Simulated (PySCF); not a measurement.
# Mayer bond orders and bond lengths

Species: sec-butyl formate, C5H10O2.
SMILES with atom numbers: `[CH3:1][CH2:2][C@@H:3]([CH3:4])[O:5][CH:6]=[O:7]` (hydrogens: H8, H9, H10 on C1; H11, H12 on C2; H13 on C3; H14, H15, H16 on C4; H17 on C6)

Geometry (GFN2-xTB, Å), atoms numbered from 1 in this order:
```xyz
17
C5H10O2 angstrom
C      1.657    1.384    0.159
C      1.281   -0.092    0.209
C     -0.207   -0.316   -0.049
C     -0.566   -1.796   -0.128
O     -0.929    0.289    1.045
C     -2.129    0.765    0.795
O     -2.711    0.761   -0.250
H      1.449    1.798   -0.825
H      2.715    1.512    0.372
H      1.086    1.943    0.897
H      1.524   -0.501    1.191
H      1.846   -0.645   -0.542
H     -0.518    0.188   -0.972
H     -1.634   -1.911   -0.300
H     -0.028   -2.263   -0.947
H     -0.303   -2.295    0.802
H     -2.539    1.192    1.728
```

Bond orders from the PBE0/pcSseg-1 density (PySCF). The structure is a single GFN2-xTB conformer in the gas phase; no vibrational or solvent corrections.

How far do the computed orders between heavy atoms stray from the drawn ones?

The largest departure is 0.220, at C3–O5 (drawn single, 0.780). Drawn single, order above 1.12: O5–C6 (1.157). Drawn single, order below 0.88: C3–O5 (0.780).

Give the Mayer order of every bond between heavy atoms, beside its length.

```json
{"bond": "C1–C2", "drawn as": "single", "length (Å)": "1.524", "Mayer order": "1.063"}
{"bond": "C2–C3", "drawn as": "single", "length (Å)": "1.527", "Mayer order": "1.010"}
{"bond": "C3–C4", "drawn as": "single", "length (Å)": "1.525", "Mayer order": "1.055"}
{"bond": "C3–O5", "drawn as": "single", "length (Å)": "1.443", "Mayer order": "0.780"}
{"bond": "O5–C6", "drawn as": "single", "length (Å)": "1.315", "Mayer order": "1.157"}
{"bond": "C6–O7", "drawn as": "double", "length (Å)": "1.196", "Mayer order": "1.936"}
```

By pair of heavy elements: C–C: lowest C2–C3 (1.010, 1.527 Å), highest C1–C2 (1.063, 1.524 Å). C–O: lowest C3–O5 (0.780, 1.443 Å), highest C6–O7 (1.936, 1.196 Å).

And the bonds to hydrogen?

C–H: 0.93 to 0.97 (10 bonds).

Sum the orders of all bonds at each heavy atom with more than one neighbour and set the sums beside the valence in the SMILES.

C1 3.960 (drawn 4), C2 3.963 (drawn 4), C3 3.776 (drawn 4), C4 3.931 (drawn 4), O5 1.937 (drawn 2), C6 4.029 (drawn 4). Orders between atoms that aren't bonded are not in these sums.

For a closed shell the Mayer order of atoms A and B is Σ (PS)μν (PS)νμ over the basis functions μ on A and ν on B, with P the density and S the overlap matrix.
